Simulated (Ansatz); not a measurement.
Species: CF, net charge 1, singlet state. 
Geometry from a B3LYP-D3(BJ)/def2-TZVP (Ansatz, a first-principles code) optimisation:
SMILES: [C][F+]
```xyz
2

C      0.0000     0.0000    -0.6936
F      0.0000     0.0000     0.4624
```
Charge +1, spin multiplicity 1.

Basis-set convergence of Hartree-Fock and MP2 correlation energies (hartree) with Ansatz. Valence correlation only, unless marked. Spin-orbit coupling is left out. No relativistic terms.

```
basis    functions       E(HF)  E(corr, MP2)
-------  ---------  ----------  ------------
cc-pVDZ         28  -136.85262      -0.27716
cc-pVTZ         60  -136.89992      -0.34968
cc-pVQZ        110  -136.91095      -0.37772
cc-pV5Z        182  -136.91367      -0.38945
```

Extrapolating the two largest sets (X = 4 and 5) as X^-3: E(corr) = (125·(-0.38945) - 64·(-0.37772))/61 = -0.4018 Eh, an estimate of the basis-set limit. The largest set recovers 96.9 % of it, the smallest 69.0 %.
